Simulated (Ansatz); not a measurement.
Molecule: C$_{6}$H$_{14}$O, net charge 0, singlet state. 
Geometry from a B3LYP-D3(BJ)/def2-TZVP (Ansatz, a quantum-chemistry and plane-wave program) optimisation:
SMILES: C(CCCCC)O
```xyz
21

C      3.8070    -0.0284     0.1089
C      2.4584    -0.7376     0.0279
C      1.2737     0.2249     0.0534
C     -0.0804    -0.4745    -0.0274
C     -1.2626     0.4911     0.0037
C     -2.6062    -0.2167    -0.0872
O     -3.7154     0.6725     0.0000
H      3.9393     0.6608    -0.7287
H      3.8899     0.5535     1.0301
H      4.6351    -0.7391     0.0888
H      2.4142    -1.3380    -0.8867
H      2.3652    -1.4440     0.8592
H      1.3659     0.9328    -0.7781
H      1.3163     0.8260     0.9685
H     -0.1703    -1.1826     0.8037
H     -0.1221    -1.0745    -0.9433
H     -1.2404     1.0833     0.9231
H     -1.1743     1.2004    -0.8285
H     -2.7241    -0.9088     0.7487
H     -2.6565    -0.8093    -1.0105
H     -3.6542     1.3069    -0.7222
```
Charge 0, spin multiplicity 1.

Wanted: vertical triplet-singlet gap (E(triplet) - E(singlet); each state is the SCF solution reached for its spin), in eV. Cores are frozen in the correlated levels unless marked. UHF or UKS for open shells. Spin-orbit coupling is left out. No relativistic terms. 

```json
[
 {"level": "HF/aug-cc-pVDZ", "program": "Ansatz", "vertical triplet-singlet gap (eV)": "5.75"},
 {"level": "HF/aug-cc-pVTZ", "program": "Ansatz", "vertical triplet-singlet gap (eV)": "5.73"},
 {"level": "SVWN5/def2-TZVPD", "program": "Ansatz", "vertical triplet-singlet gap (eV)": "6.17"},
 {"level": "PBE/def2-TZVPD", "program": "Ansatz", "vertical triplet-singlet gap (eV)": "6.10"},
 {"level": "r2SCAN/def2-TZVPD", "program": "Ansatz", "vertical triplet-singlet gap (eV)": "6.27"},
 {"level": "B3LYP/def2-TZVPD", "program": "Ansatz", "vertical triplet-singlet gap (eV)": "6.44"},
 {"level": "PBE0/def2-TZVPD", "program": "Ansatz", "vertical triplet-singlet gap (eV)": "6.44"},
 {"level": "BHLYP/def2-TZVPD", "program": "Ansatz", "vertical triplet-singlet gap (eV)": "6.58"},
 {"level": "CAM-B3LYP/def2-TZVPD", "program": "Ansatz", "vertical triplet-singlet gap (eV)": "6.63"},
 {"level": "wB97M-V/def2-TZVPD", "program": "Ansatz", "vertical triplet-singlet gap (eV)": "6.76"},
 {"level": "wB97X-V/def2-TZVPD", "program": "Ansatz", "vertical triplet-singlet gap (eV)": "6.80"},
 {"level": "B2PLYP/def2-TZVPD", "program": "Ansatz", "vertical triplet-singlet gap (eV)": "6.69"},
 {"level": "MP2/aug-cc-pVDZ", "program": "Ansatz", "vertical triplet-singlet gap (eV)": "6.99"},
 {"level": "RI-MP2/aug-cc-pVTZ", "program": "Ansatz", "vertical triplet-singlet gap (eV)": "7.12"},
 {"level": "SCS-MP2/aug-cc-pVDZ", "program": "Ansatz", "vertical triplet-singlet gap (eV)": "6.98"},
 {"level": "CCSD/aug-cc-pVDZ", "program": "Ansatz", "vertical triplet-singlet gap (eV)": "6.59"},
 {"level": "CCSD(T)/aug-cc-pVDZ", "program": "Ansatz", "vertical triplet-singlet gap (eV)": "6.57"}
]
```
